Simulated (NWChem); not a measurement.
System meant: C₃H₃N₂, doublet; SMILES [c]1cn[nH]c1

Here is an NWChem input.

```
start job
memory heap 200 mb stack 900 mb global 1100 mb
geometry units angstroms noautoz
  C      1.229155    -0.115785     0.000000
  C      0.522315     1.062894     0.000000
  N     -0.775467     0.666979     0.000000
  N     -0.933309    -0.652656     0.000000
  C      0.296235    -1.161775     0.000000
  H      0.821319     2.108343     0.000000
  H     -1.597821     1.257755     0.000000
  H      0.447543    -2.239692     0.000000
end
basis spherical
  * library def2-svp
end
dft
  odft
  mult 2
  xc xpbe96 cpbe96
  iterations 4
  mulliken
end
task dft energy
```

End of the output:

```
     --------------------------
     Expectation value of S2:
     --------------------------
      <S2> =      0.7545 (Exact =     0.7500)

 center of mass
 --------------
 x =   0.01280401 y =  -0.03032763 z =   0.00000000

 moments of inertia (a.u.)
 ------------------
         190.394994181435          -0.000000000000           0.000000000000
          -0.000000000000         165.795907336219           0.000000000000
           0.000000000000           0.000000000000         356.190901517654

     Multipole analysis of the density
     ---------------------------------

     L   x y z        total         alpha         beta         nuclear
     -   - - -        -----         -----         ----         -------
     0   0 0 0     -0.000000    -18.000000    -17.000000     35.000000

     1   1 0 0     -0.221783     -1.456679      1.234896      0.000000
     1   0 1 0      0.902921      0.442998      0.459923     -0.000000
     1   0 0 1     -0.000000     -0.000000     -0.000000      0.000000

     2   2 0 0    -20.905557    -60.598033    -50.017531     89.710008
     2   1 1 0     -3.080938      0.109124      0.646459     -3.836521
     2   1 0 1      0.000000     -0.000000      0.000000      0.000000
     2   0 2 0    -18.018650    -66.398474    -65.672518    114.052342
     2   0 1 1     -0.000000      0.000000     -0.000000      0.000000
     2   0 0 2    -22.671664    -11.681842    -10.989822      0.000000

 ------------------------------------------------------------------------
 dft energy failed                                                                                  0
 ------------------------------------------------------------------------
 ------------------------------------------------------------------------
  current input line :
    23: task dft energy
 ------------------------------------------------------------------------
 ------------------------------------------------------------------------
 This type of error is most commonly associated with calculations not reaching convergence criteria
 ------------------------------------------------------------------------
 For more information see the NWChem manual at https://nwchemgit.github.io

0:dft energy failed:Received an Error in Communication
```

### Question
Find the fault in this run and fix the input.

### Answer
Convergence was not reached. Cause: the SCF was allowed too few iterations. This input runs:
```
start job
memory heap 200 mb stack 900 mb global 1100 mb
geometry units angstroms noautoz
  C      1.229155    -0.115785     0.000000
  C      0.522315     1.062894     0.000000
  N     -0.775467     0.666979     0.000000
  N     -0.933309    -0.652656     0.000000
  C      0.296235    -1.161775     0.000000
  H      0.821319     2.108343     0.000000
  H     -1.597821     1.257755     0.000000
  H      0.447543    -2.239692     0.000000
end
basis spherical
  C library def2-svp
  N library def2-svp
  H library def2-svp
end
dft
  odft
  mult 2
  xc xpbe96 cpbe96
  iterations 150
  mulliken
end
task dft energy
```
It converges to -225.07590 Ha (PBE/def2-SVP, spin-unrestricted).
